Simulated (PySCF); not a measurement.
Mg(OH)(NMe2) (C2H7MgNO), SMILES C[N](C)[Mg][OH]. Heavy atoms are numbered as in [Mg:1]([OH:2])[N:4]([CH3:5])[CH3:6]. Hydrogens are named by the atom that carries them.

Coordinates come from a PBE0-D3(BJ)/def2-SVP optimisation. The structure was generated by enumeration; whether it is a known compound was not checked. The values are those of a single conformer.

Calculation: B3LYP/pcSseg-1 (PySCF).

GIAO shieldings, no solvent; atoms alike by connectivity are averaged. δ = σ(ref) − σ: ¹⁷O against H2O (σ = 333.8 ppm); ¹H against TMS (σ = 31.68 ppm); ¹⁵N against NH3 (σ = 265.5 ppm); ¹³C against TMS (σ = 181.3 ppm), references at their B3LYP-D3(BJ)/def2-TZVP geometries, non-relativistic.

Computed chemical shifts:
| nucleus | atoms | count | δ (ppm) |
|---|---|---|---|
| ¹⁷O | O2 (OH) | 1 | -61.6 |
| ¹H | H on C5 | 6 | 2.95 |
| ¹H | H on O2 | 1 | -0.19 |
| ¹⁵N | N4 | 1 | 8.3 |
| ¹³C | C5 (CH3) | 2 | 50.4 |
